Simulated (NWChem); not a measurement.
Molecule: CH7FSi2; SMILES C[Si@@H](F)[SiH3]

```xyz
11

C     -1.3537    -1.4991    -0.2863
Si     0.1023    -0.5345     0.3752
F      1.4660    -1.0939    -0.3371
Si    -0.0506     1.7614    -0.0947
H     -2.2837    -1.1772     0.2092
H     -1.2212    -2.5760    -0.0974
H     -1.4720    -1.3505    -1.3704
H      0.2526    -0.7623     1.8449
H     -1.2700     2.3236     0.5683
H     -0.1703     1.9840    -1.5693
H      1.1490     2.4966     0.4098
```
Atoms are numbered in this order, from 1.

Results from NWChem. Geometry: optimised at PBE0/def2-SVP. Isolated, static molecule.

GIAO at PBE0/pcSseg-1: principal shieldings of F3 are 363.6, 383.7, 439.4 ppm; an isolated trichlorofluoromethane molecule has σ = 177.1 ppm at the same levels.

**Question.** Find the isotropic 19F shift, its principal values, the span and the skew.

**Answer.** 
1. σ(iso) = one third of the sum = 395.6 ppm.
2. δ = σ(reference) − σ = -218.5 ppm against trichlorofluoromethane.
3. δ11, δ22, δ33 = -186.5, -206.6, -262.3 ppm.
4. Span Ω = δ11 − δ33 = 75.8 ppm; skew κ = 3(δ22 − δ(iso))/Ω = 0.47.
